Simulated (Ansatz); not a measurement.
Consider the ligand exchange at the Si–C bond: `C[SiH2]C` + `O[AsH2]` → `C[SiH2][AsH]O` + CH₄.

Program: Ansatz. Geometries: PBE0-D4/def2-TZVP. ΔE: electronic, gas phase. CCSD(T)/CBS is the MP2 limit (def2-TZVPP, def2-QZVPP) plus CCSD(T) − MP2 in def2-TZVPP, frozen cores. This one scheme is used for every species. Functionals use def2-TZVPP. B3LYP here is the variant with VWN-RPA as its local correlation; programs differ in this. For As outer-core shells are correlated without core-valence functions, which leaves a few kJ/mol of doubt a bond. Scalar relativity is left out up to krypton. One conformer a species, not always the lowest.

CCSD(T)/CBS gives -0.35 eV.

Q: Another level gave -0.24 eV. Which?
A. PBE-D4/def2-TZVPP
B. B3LYP-D4/def2-TZVPP
C. CCSD(T)/def2-TZVPP
D. HF/def2-TZVPP

A: D. HF/def2-TZVPP -0.24, CCSD(T)/def2-TZVPP -0.33, B3LYP-D4 -0.39, PBE-D4 -0.43 eV.

Largest T1 diagnostic among the species: 0.012.

From PBE to PBE0 (25 % exact exchange), in def2-TZVPP and without D4, ΔE moves by +0.03 eV. In def2-TZVPP, CCSD(T) changes the Hartree–Fock value by −0.09 eV (the triples alone add −0.02 eV) and MP2 by −0.11 eV. The D4 term adds −0.06 eV with B3LYP and −0.03 eV with PBE0; it sums over pairs of atoms, weighted by their polarisabilities, and B3LYP, whose exchange is more repulsive, gets the larger term.
